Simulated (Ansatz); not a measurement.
ClH4OSi2 (`O[Si]([SiH3])Cl`) radical, relaxed with UKS PBE0-D4/def2-TZVP in Ansatz from a PBE-D4/def2-SVP geometry. The force threshold is 0.005 eV/Å; the program also tests the step.

The species carries charge 0 and has multiplicity 2.

Start:

```xyz
8

O    -1.619    1.159   -0.386
Si   -0.257    0.937    0.579
Si    1.047   -0.716   -0.504
Cl   -0.826    0.151    2.456
H    -2.360    1.645    0.020
H     1.490   -0.211   -1.849
H     0.270   -1.995   -0.672
H     2.253   -0.969    0.357
```

**Question.** By how much does the energy fall, and how many steps does the optimiser take? (An estimate is asked.)

**Answer.** Computed: 0.05 eV, in 8 steps.

**Question.** Which bonds change most? (Estimate.)

**Answer.** Ansatz gave: O1–Si2 from 1.684 to 1.646 Å; Si2–Cl4 from 2.113 to 2.079 Å; Si3–H7 from 1.506 to 1.488 Å; Si3–H8 from 1.503 to 1.485 Å.

**Question.** Give the relaxed structure. (An estimate is asked.)

**Answer.** The calculation gave: 
```xyz
8

O    -1.587    1.182   -0.362
Si   -0.256    0.912    0.568
Si    1.044   -0.729   -0.506
Cl   -0.857    0.203    2.427
H    -2.349    1.602    0.045
H     1.473   -0.202   -1.827
H     0.292   -1.999   -0.689
H     2.239   -0.968    0.344
```
